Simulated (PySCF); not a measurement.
**How good is the calculation?**

Mapped SMILES: `[OH:1][c:2]1[cH:3][cH:4][c:5]([F:6])[cH:7][cH:8]1` (H(Xn): hydrogen on atom n).

Measured values that the calculation should reproduce: δ ¹⁹F F6 -124.6 ppm (measured; G. Saielli, R. Bini, A. Bagno, Computational 19F NMR. 2. Organic compounds, RSC Adv. 2014, ESI (exp. from Berger-Braun-Kalinowski 1994 and Everett 1995)). Coupling constants: ¹J(C5,F6) 237.4 Hz, ²J(C4,F6) 23.0 Hz, ³J(C3,F6) 7.9 Hz, ⁴J(C2,F6) 2.1 Hz.

Fast rotation and ring inversion assumed for equivalent nuclei, no solvent, no relativistic terms, one conformer. Shielding tensors at PBE0/pcSseg-1 (GIAO); geometry: PBE0-D3(BJ)/def2-SVP; couplings computed with B3LYP/pcJ-1 (spin–dipole term only in couplings to heteroatoms); PySCF 2.14.

Q: What does the calculation give, and how does it compare?

A: 
Reference values: measured (G. Saielli, R. Bini, A. Bagno, Computational 19F NMR. 2. Organic compounds, RSC Adv. 2014, ESI (exp. from Berger-Braun-Kalinowski 1994 and Everett 1995)).
```json
{"atoms": "F6", "quantity": "δ ¹⁹F vs CFCl3", "reference": "-124.6", "computed": "-125.9", "computed, scaled": "-124.6"}
```

Computed shifts are σ(ref) − σ with the named reference compound (TMS for H and C) calculated as an isolated molecule at the same level. The measured values may be among those fitted. Shieldings were converted by a linear fit to measured shifts: ¹⁹F: δ = 160.80 − 0.941σ +14.7 on sp3 carbon (rms 6.9 ppm, 213 shifts, 7.8 ppm with the 5 outliers that the fit left out vs CFCl3, solution or neat liquid). Occasional misses reach two or three times the rms, and more in compound classes unlike the fitted ones.

Coupling constants in Hz (some tables give magnitudes without signs):
| coupling | reference | computed | source |
| --- | --- | --- | --- |
| ¹J(C5,F6) | 237.4 | -306.3 | measured; liquid or solution; F. J. Weigert, PhD thesis, Caltech 1968 (Carbon-13 magnetic resonance spectroscopy) |
| ²J(C4,F6) | 23.0 | 21.0 | measured; liquid or solution; F. J. Weigert, PhD thesis, Caltech 1968 (Carbon-13 magnetic resonance spectroscopy) |
| ³J(C3,F6) | 7.9 | 4.6 | measured; liquid or solution; F. J. Weigert, PhD thesis, Caltech 1968 (Carbon-13 magnetic resonance spectroscopy) |
| ⁴J(C2,F6) | 2.1 | 4.8 | measured; liquid or solution; F. J. Weigert, PhD thesis, Caltech 1968 (Carbon-13 magnetic resonance spectroscopy) |
